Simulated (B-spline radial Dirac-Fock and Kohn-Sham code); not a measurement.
Binding energies of Cr³⁺ at several levels of theory

System: chromium as Cr³⁺, configuration [Ar] 3d2 4s1 (not the ground configuration).

The density-functional columns are spherical, spin-unpolarised Dirac-Kohn-Sham results without Breit or QED terms: −ε is minus the orbital energy of the initial state and ΔSCF the difference of two total energies. The reference in the last column comes from Dirac-Fock (average of configuration) total-energy differences with a finite nucleus, the Breit interaction including its frequency dependence, and self-energy and vacuum-polarisation corrections. All numbers are from a radial atomic solver, in eV; a selection of levels is shown.

```
level  LDA −ε  LDA ΔSCF  Dirac-Fock
    K  5914.0    6060.3      6051.4
   L1   715.8     743.4       763.0
   L2   616.3     648.2       648.4
   L3   607.6     639.3       640.0
   M2   92.00     102.5       102.2
   M3   90.88     101.3       101.1
 M4,5   46.36     56.15       54.53
   N1   31.94     36.34       35.13
```

Values without a named source are computed, but for edge energies of neutral atoms, which are taken from tables.
